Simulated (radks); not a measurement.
Spherical quantum dot in the effective-mass picture: electrons in a hard-walled sphere of radius 5.61, all in effective atomic units (hartree* = m*/eps^2 hartree, bohr* = eps/m* bohr), one dielectric constant everywhere. Method: non-relativistic Kohn-Sham, PBEsol, spin-polarised, spherical densities; computed with a radial shooting solver with Libxc functionals. Levels are named by radial order and angular momentum (1s, 1p, 1d, 2s, ...), and open shells are averaged over m.

N = 30, configuration 1s2 1p6 1d10 1f(up 7, down 5). This is the lowest configuration that the search found. Occupied levels:

level    occupation  eigenvalue (hartree*)  <r> (bohr*)
1s up             1                 6.6471        4.116
1s down           1                 6.6593        4.110
1p up             3                 6.7130        4.177
1p down           3                 6.7255        4.172
1d up             5                 6.8369        4.246
1d down           5                 6.8497        4.243
1f up             7                 7.0134        4.312
1f down           5                 7.0265        4.311

Energy (hartree*): total 110.510, kinetic 21.808, external 0, Hartree 98.823, exchange-correlation -10.121.

Electron density:

r (bohr*)  n(r) (e/bohr*^3)
0.172             0.0002716
0.450             0.0003301
0.729             0.0004638
1.01              0.0007183
1.29               0.001180
1.56               0.002005
1.84               0.003437
2.12               0.005855
2.40               0.009764
2.68                0.01574
2.96                0.02441
3.24                0.03604
3.52                0.05028
3.79                0.06533
4.07                0.07742
4.35                0.08131
4.63                0.07209
4.91                0.04925
5.19                0.02124
5.46               0.002633
